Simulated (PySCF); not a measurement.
# How the method changes the shape and vibrations of BFH3Si cation

These are calculations, not measurements. They come from PySCF 2.14.0, an open-source quantum chemistry program, on an isolated molecule that a program drew, which may never have been made. The molecule is BFH3Si cation (charge +1, singlet), drawn as the SMILES string `B[SiH+]F`.

The geometry was optimised and harmonic frequencies were computed with HF and MP2, all in the cc-pV(D+d)Z basis, for the commonest isotopes, with a restricted reference for singlets and an unrestricted one otherwise, and a frozen core in MP2. Each result is a local minimum of its method.

Geometry at the HF minimum:
```xyz
6
BFH3Si cation, angstrom
B    -0.6682   -0.0249   -1.6132
Si   -1.2660    1.5545   -0.4619
F    -2.8075    1.7657   -0.2980
H    -0.5114    0.1765   -2.7732
H    -0.5066   -1.0660   -1.0648
H    -0.4978    2.5619    0.2654
```

Lengths of the bonds as drawn, in Å (atoms numbered as above):
```
bond,HF,MP2
B1-Si2,2.044,2.036
Si2-F3,1.565,1.587
B1-H4,1.188,1.197
B1-H5,1.188,1.197
Si2-H6,1.461,1.468
```

Rotational constants, in GHz:
```
constant     HF    MP2
       A  26.41  26.17
       B  6.317  6.254
       C   5.34  5.288
```

Harmonic frequencies in cm^-1, each column in rising order, so a row needn't be the same motion in every method:
| rank | HF | MP2 |
|---|---|---|
| 1 | 162 | 174 |
| 2 | 216 | 203 |
| 3 | 431 | 401 |
| 4 | 581 | 584 |
| 5 | 761 | 723 |
| 6 | 854 | 812 |
| 7 | 946 | 907 |
| 8 | 1024 | 985 |
| 9 | 1204 | ? |
| 10 | 2446 | 2378 |
| 11 | 2752 | 2683 |
| 12 | 2887 | 2818 |

**Estimate the missing MP2 frequency from the HF column.**

A single factor s that minimises the squared misfit of MP2 against s times HF over the other rows is sum(HF x MP2) / sum(HF^2) = 0.9725, with an rms misfit of 14 cm^-1. For rank 9 it gives 0.9725 x 1204 = 1171 cm^-1. The calculation gives 1143 cm^-1, 28 cm^-1 below the estimate. The drawn bonds are on average 0.6 % longer in MP2 than in HF.
